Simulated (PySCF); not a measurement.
**C₆ coefficients of unlike pairs at PBE0**

Calculated with PySCF 2.14 from the dipole response of each species, C₆(A,B) = (3/π) ∫ α_A(iu) α_B(iu) du, in atomic units, from isotropic polarisabilities. For ions this is the dispersion term alone; charge-induced terms of lower order in 1/R come first.

```tsv
species	configuration	basis	relativity	α (bohr³)	C₆ (like pair)
P	[Ne] 3s2 3p3 (4S)	aug-cc-pV(Q+d)Z with one added diffuse shell each of s, p, d, f, g type (8s7p6d4f3g)	none	26.53	196.2
Ga	[Ar] 3d10 4s2 4p1 (2P)	aug-cc-pwCVDZ-PP with ECP10MDF (6s5p4d1f)	core potential	58.53	498.9
Ti⁺	[Ar] 3d2 4s1 (4F)	dyall-av2z (16s12p7d2f)	none	51.78	333.8
P³⁺	[Ne] 3s2 (1S)	aug-cc-pCVQZ-DK (10s9p7d5f3g)	spin-free X2C	6.758	17.17
```

(1) Estimate C₆ for Ti⁺ with Ga.

No spin-orbit coupling is included.

The other pairs:

| pair | C₆ |
| --- | --- |
| P³⁺, Ga | 85.75 |
| P³⁺, P | 57.50 |
| Ga, P | 302.0 |
| P³⁺, Ti⁺ | 68.25 |
| Ti⁺, P | 241.5 |

## Answers

(1) The integral gives 406.3. The combination rule 2 C_A C_B / (C_A α_B/α_A + C_B α_A/α_B) gives 406.8 and the geometric mean 408.1.
